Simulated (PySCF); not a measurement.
The scaffold BH2-X carries different groups X. Gas-phase values, no solvent. One relaxed conformer stands for each flexible species; it need not be the lowest. Strings in code marks are SMILES.

Excitations are Tamm–Dancoff values on a coarser integration grid. The basis has no diffuse functions, so Rydberg states are missing or too high.

A: X = AlH2 (`[BH2][AlH2]`)
B: X = isopropyl
C: X = propynyl (`BC#CC`)
D: X = hydroxy

**Question.** Order them by HOMO (lowest first) at the level PBE-D3(BJ)/def2-TZVP // M06-2X/def2-TZVP in PySCF.

**Answer.** D (-7.36 eV), B (-7.03 eV), A (-6.34 eV), C (-6.29 eV)
